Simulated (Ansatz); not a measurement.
C$_{2}$H$_{4}$BN, SMILES `CBC#N`. Total charge 0; spin multiplicity 1.

```xyz
8

C     0.954    0.094   -0.384
B    -0.523    0.424   -0.062
C    -1.352   -0.553    0.785
N    -1.977   -1.285    1.421
H     1.011   -0.878   -0.890
H     1.464    0.842   -0.989
H     1.509   -0.054    0.551
H    -1.086    1.409   -0.432
```

(1) Give the diagnostics of a CCSD(T)/def2-TZVPP run (frozen core, Ansatz). (Best estimate.)

Results:

(1) Ansatz gave: T1 = 0.0131, largest single amplitude 0.018, largest double 0.042, (T) share of the correlation energy 4.4 %, 10 CCSD cycles. The RHF solution is stable towards an unrestricted one. T1 lies under the customary mark of 0.02 for closed shells.
